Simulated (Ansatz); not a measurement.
Input for Ansatz (an electronic-structure program): U-PBE/cc-pV(T+d)Z on FHSi (SMILES F[SiH]), a point of a bond scan (R = 3.726 Å). Files ending in .json are basis or fitting sets from the Basis Set Exchange.

Ansatz 0.2 input:
```yaml
crystal:
  periodic: [false, false, false]
  atoms:
    - {symbol: Si, position_ang: [-0.20727404, -0.34538525, 0.44957300]}
    - {symbol: H, position_ang: [-1.00310898, -1.19489806, -0.55576776]}
    - {symbol: F, position_ang: [1.26738678, 1.99007534, -2.05088766]}
basis:
  gaussian:
    orbitals: cc-pV_T+d_Z.json
hamiltonian:
  xc: {name: PBE}
magnetization: {spin_polarized: true, initial_magnetization: 0}
```

Output:

```
WARN ansatz: RAYON_NUM_THREADS=1 ignored (pool sized by the plan → 1); use --threads N
Functional definition: PBE
integrals: 0.01 GiB planned
504 factors; their error is unknown
mean field: 0.17 GiB planned
mean field evaluation 1: about -10592.4041 eV, gradient 4.1e1 eV
mean field evaluation 2: about -10236.3300 eV, gradient 1.2e2 eV
mean field evaluation 4: about -10594.6128 eV, gradient 2.9e1 eV
mean field evaluation 8: about -10594.6130 eV, gradient 2.9e1 eV
mean field evaluation 16: about -10599.9367 eV, gradient 6.4e-4 eV
mean field evaluation 32: about -10600.0735 eV, gradient 2.4e-1 eV
mean field evaluation 64: about -10599.8963 eV, gradient 4.8e0 eV
mean field evaluation 96: about -10599.9582 eV, gradient 2.6e0 eV
mean field evaluation 128: about -10600.0651 eV, gradient 1.3e-1 eV
mean field evaluation 160: about -10600.0768 eV, gradient 2.3e-1 eV
mean field evaluation 192: about -10600.0754 eV, gradient 1.2e-1 eV
mean field evaluation 224: about -10584.3062 eV, gradient 2.4e1 eV
mean field evaluation 256: about -10600.0545 eV, gradient 7.7e-1 eV
mean field -10600.07838480 eV, -389.5456956500 hartree, gradient 2.4e-6 eV, S^2 0.465809; 14 other end points of the search recorded, 0 dependent functions left out
reference -10600.07841144 eV, -389.5456966293 hartree; 12, 12 occupied and 71, 71 virtual orbitals, 504 factors
Total energy: -10600.07841144 eV, -389.5456966293 hartree
```

The run converged. Its determinant has ⟨S²⟩ = 0.47, a mixture of spin states.

Cost: very roughly 16 core-seconds.
